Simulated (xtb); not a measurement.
Cl$_{2}$Hg, charge +1, doublet, from a rough starting geometry (GFN-xTB shapes and energies of metal compounds can be far from the true ones) (a state made from the parent by changing its charge; the spin is typed, not shown lowest); GFN2-xTB run with xtb.

Here is a job for xtb.
```
$ xtb mol.xyz --gfn 2 --chrg 1 --uhf 1 --opt vtight --json

# file mol.xyz
3

Hg     0.00402376     0.01357746    -0.02019516
Cl     1.67131574     0.40264515    -1.56072441
Cl    -1.66832259    -0.39062848     1.60042283
```

The log (banner, timings and long lists left out):

```
   ID    Z sym.   atoms
    1   80 Hg     1
    2   17 Cl     2, 3

           -------------------------------------------------
          |                Calculation Setup                |
           -------------------------------------------------

           -------------------------------------------------
          |                 G F N 2 - x T B                 |
           -------------------------------------------------

          ...................................................
          :                      SETUP                      :
          :.................................................:
          :  # basis functions                  24          :
          :  # atomic orbitals                  22          :
          :  # shells                            8          :
          :  # electrons                        15          :
          :  max. iterations                   250          :
          :  Hamiltonian                  GFN2-xTB          :
          :  restarted?                      false          :
          :  GBSA solvation                  false          :
          :  PC potential                    false          :
          :  electronic temp.          300.0000000     K    :
          :  accuracy                    1.0000000          :
          :  -> integral cutoff          0.2500000E+02      :
          :  -> integral neglect         0.1000000E-07      :
          :  -> SCF convergence          0.1000000E-05 Eh   :
          :  -> wf. convergence          0.1000000E-03 e    :
          :  Broyden damping             0.4000000          :
          :  net charge                          1          :
          :  unpaired electrons                  1          :
          ...................................................

 iter      E             dE          RMSdq      gap      omega  full diag
   1     -9.3355798 -0.933558E+01  0.168E+01    3.05       0.0  T
   2     -9.2889253  0.466545E-01  0.119E+01    3.69       1.0  T
   3     -9.0017999  0.287125E+00  0.117E+01    2.47       1.0  T
   4     -9.2474687 -0.245669E+00  0.700E+00    3.60       1.0  T
   5     -9.3335838 -0.861151E-01  0.442E+00    3.98       1.0  T
   6     -9.3626436 -0.290598E-01  0.195E+00    4.10       1.0  T
   7     -9.3174389  0.452048E-01  0.416E+00    3.96       1.0  T
   8     -9.3435854 -0.261465E-01  0.301E+00    3.97       1.0  T
   9     -9.3614979 -0.179125E-01  0.185E+00    4.00       1.0  T
  10     -9.3693002 -0.780228E-02  0.104E+00    4.01       1.0  T
  11     -9.3727965 -0.349634E-02  0.114E-01    4.02       1.0  T
  12     -9.3703848  0.241173E-02  0.856E-01    4.01       1.0  T
  13     -9.3723401 -0.195535E-02  0.377E-01    4.02       1.0  T
  14     -9.3726748 -0.334638E-03  0.201E-01    4.02       1.0  T
  15     -9.3728082 -0.133477E-03  0.703E-03    4.02       8.2  T
  16     -9.3728061  0.214787E-05  0.261E-02    4.02       2.2  T
  17     -9.3728082 -0.215580E-05  0.227E-03    4.02      25.4  T
  18     -9.3728082 -0.513552E-08  0.150E-03    4.02      38.5  T
  19     -9.3728083 -0.137438E-08  0.136E-03    4.02      42.6  T
  20     -9.3728083 -0.354652E-08  0.869E-04    4.02      66.4  T
  21     -9.3728083 -0.203309E-09  0.832E-04    4.02      69.4  T

   *** convergence criteria satisfied after 21 iterations ***

         :::::::::::::::::::::::::::::::::::::::::::::::::::::
         ::                     SUMMARY                     ::
         :::::::::::::::::::::::::::::::::::::::::::::::::::::
         :: total energy              -9.371085303214 Eh    ::
         :: gradient norm              0.011665180199 Eh/a0 ::
         :: HOMO-LUMO gap              4.018342062481 eV    ::
         ::.................................................::
         :: SCC energy                -9.372808556753 Eh    ::
         :: -> isotropic ES            0.153099294040 Eh    ::
         :: -> anisotropic ES         -0.007011671086 Eh    ::
         :: -> anisotropic XC         -0.007119795090 Eh    ::
         :: -> dispersion             -0.001865704209 Eh    ::
         :: repulsion energy           0.001723253539 Eh    ::
         :: add. restraining           0.000000000000 Eh    ::
         :: total charge               1.000000000000 e     ::
         :::::::::::::::::::::::::::::::::::::::::::::::::::::

      -----------------------------------------------------------
     |                   =====================                   |
     |                        A N C O P T                        |
     |                   =====================                   |
     |               Approximate Normal Coordinate               |
     |                Rational Function Optimizer                |
      -----------------------------------------------------------
      -----------------------------------------------------------
     |                   =====================                   |
     |                        A N C O P T                        |
     |                   =====================                   |
     |               Approximate Normal Coordinate               |
     |                Rational Function Optimizer                |
      -----------------------------------------------------------

          ...................................................
          :                      SETUP                      :
          :.................................................:
          :   optimization level         verytight          :
          :   max. optcycles                   200          :
          :   ANC micro-cycles                  20          :
          :   degrees of freedom                 3          :
          :.................................................:
          :   RF solver                   davidson          :
          :   write xtbopt.log                true          :
          :   linear?                        false          :
[...]
 * total energy  :    -9.3710853 Eh     change       -0.2288450E-08 Eh
 * total energy  :    -9.3722182 Eh     change       -0.1132868E-02 Eh
 * total energy  :    -9.3722576 Eh     change       -0.3938654E-04 Eh
 * total energy  :    -9.3722636 Eh     change       -0.6058774E-05 Eh
 * total energy  :    -9.3722642 Eh     change       -0.6084774E-06 Eh
 * total energy  :    -9.3722642 Eh     change       -0.1943333E-08 Eh
   *** GEOMETRY OPTIMIZATION CONVERGED AFTER 6 ITERATIONS ***
[...]
          :  PC potential                    false          :
          :  electronic temp.          300.0000000     K    :
          :  accuracy                    1.0000000          :
          :  -> integral cutoff          0.2500000E+02      :
          :  -> integral neglect         0.1000000E-07      :
          :  -> SCF convergence          0.1000000E-05 Eh   :
          :  -> wf. convergence          0.1000000E-03 e    :
          :  Broyden damping             0.4000000          :
          :  net charge                          1          :
          :  unpaired electrons                  1          :
          ...................................................

 iter      E             dE          RMSdq      gap      omega  full diag
   1     -9.3731143 -0.937311E+01  0.229E-05    3.46       0.0  T
   2     -9.3731143  0.110905E-09  0.174E-04    3.46     331.5  T
   3     -9.3731143 -0.111163E-09  0.185E-05    3.46    3126.2  T

   *** convergence criteria satisfied after 3 iterations ***

         :::::::::::::::::::::::::::::::::::::::::::::::::::::
         ::                     SUMMARY                     ::
         :::::::::::::::::::::::::::::::::::::::::::::::::::::
         :: total energy              -9.372264228834 Eh    ::
         :: gradient norm              0.000000925071 Eh/a0 ::
         :: HOMO-LUMO gap              3.458893556112 eV    ::
         ::.................................................::
         :: SCC energy                -9.373114707206 Eh    ::
         :: -> isotropic ES            0.148585373910 Eh    ::
         :: -> anisotropic ES         -0.007617196459 Eh    ::
         :: -> anisotropic XC         -0.007849969630 Eh    ::
         :: -> dispersion             -0.001824634533 Eh    ::
         :: repulsion energy           0.000850478372 Eh    ::
         :: add. restraining           0.000000000000 Eh    ::
         :: total charge               1.000000000525 e     ::
         :::::::::::::::::::::::::::::::::::::::::::::::::::::

           -------------------------------------------------
          |                Property Printout                |
           -------------------------------------------------

    * Orbital Energies and Occupations

         #    Occupation            Energy/Eh            Energy/eV
      -------------------------------------------------------------
         1        2.0000           -1.2837434             -34.9324
         2        2.0000           -1.2735663             -34.6555
         3        2.0000           -0.7861801             -21.3930
         4        2.0000           -0.6891803             -18.7535
         5        2.0000           -0.6891803             -18.7535
         6        1.9995           -0.6866912             -18.6858
         7        1.5003           -0.6795290             -18.4909
         8        1.5003           -0.6795290             -18.4909 (HOMO)
         9                         -0.5524170             -15.0320 (LUMO)
        10                         -0.3118456              -8.4857
        11                         -0.3118456              -8.4857
        12                         -0.2276879              -6.1957
        13                         -0.2268735              -6.1735
        14                         -0.2268735              -6.1735
        15                         -0.2248827              -6.1194
        16                         -0.2248827              -6.1194
        17                         -0.2248826              -6.1194
        18                         -0.2248826              -6.1194
        19                         -0.2243031              -6.1036
       ...                                ...                  ...
        22                          0.3197712               8.7014
      -------------------------------------------------------------
                  HL-Gap            0.1271120 Eh            3.4589 eV
             Fermi-level           -0.6477505 Eh          -17.6262 eV

     #   Z          covCN         q      C6AA      α(0)
     1  80 Hg       1.622     0.414   269.697    28.492
     2  17 Cl       0.811     0.293    90.754    14.573
     3  17 Cl       0.811     0.293    90.754    14.573

 Mol. C6AA /au·bohr⁶  :       1255.228624
 Mol. C8AA /au·bohr⁸  :      82506.207706
 Mol. α(0) /au        :         57.638862

Wiberg/Mayer (AO) data.
largest (>0.10) Wiberg bond orders for each atom

 ---------------------------------------------------------------------------
     #   Z sym  total        # sym  WBO       # sym  WBO       # sym  WBO
 ---------------------------------------------------------------------------
     1  80 Hg   1.728 --     2 Cl   0.864     3 Cl   0.864
     2  17 Cl   1.384 --     1 Hg   0.864     3 Cl   0.520
     3  17 Cl   1.384 --     1 Hg   0.864     2 Cl   0.520
 ---------------------------------------------------------------------------

Topologies differ in total number of bonds
Writing topology from bond orders to xtbtopo.mol

molecular dipole:
                 x           y           z       tot (Debye)
 q only:        0.004       0.016       0.012
   full:        0.004       0.016       0.012       0.053
molecular quadrupole (traceless):
                xx          xy          yy          xz          yz          zz
 q only:        3.274       2.223      -5.561      -8.856      -2.102       2.287
  q+dip:        3.917       2.660      -6.654     -10.596      -2.515       2.736
   full:        2.998       2.036      -5.093      -8.110      -1.925       2.095

optimized geometry written to: xtbopt.xyz

           -------------------------------------------------
          | TOTAL ENERGY               -9.372264228834 Eh   |
          | GRADIENT NORM               0.000000925071 Eh/α |
          | HOMO-LUMO GAP               3.458893556112 eV   |
           -------------------------------------------------

normal termination of xtb
```
